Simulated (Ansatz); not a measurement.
```yaml
crystal:
  periodic: [false, false, false]
  atoms:
    - {symbol: C, position_ang: [-0.059066, 1.118425, 0.886405]}
    - {symbol: C, position_ang: [-0.100097, 0.010658, 0.163838]}
    - {symbol: S, position_ang: [-1.007818, -1.534718, 0.374288]}
    - {symbol: Ga, position_ang: [0.371572, -1.097501, -1.293564]}
    - {symbol: H, position_ang: [0.562585, 1.953744, 0.585089]}
    - {symbol: H, position_ang: [-0.641259, 1.228029, 1.797714]}
    - {symbol: H, position_ang: [0.935385, -1.746737, -2.559370]}
basis:
  gaussian: {orbitals: ANO-RCC-VTZP, point_charges: [{charge: 2.00, position_ang: [5.019, -0.956, -0.177]}]}
hamiltonian: {xc: {name: SPW92}}
smearing: {width: 0.1}
output: {forces: true}
```

```sh
$ ansatz run in.yaml --threads 2 --pin off --events-out ev --progress --plain --max-ram 4352MiB
```

(1) How does Ansatz answer? (An estimate is asked.)

Answers

(1) The calculation gave: The program refused the input.
```
Error: YAML parse error: error: line 14 column 1: unknown field `smearing`, expected one of crystal, accuracy, basis, kpoints, hamiltonian, magnetization, projection, total_charge, correlation, batch, efield, external_charges, scf, relax, neb, saddle, md, ramp, phonons, dielectric, real_time, elastic, magnetic_configurations, gw, evaluate, workflow, output, checkpoint, execution
12 |   gaussian: {orbitals: ANO-RCC-VTZP, point_charges: [{charge: 2.0…
13 | hamiltonian: {xc: {name: SPW92}}
14 | smearing: {width: 0.1}
15 | output: {forces: true}
```
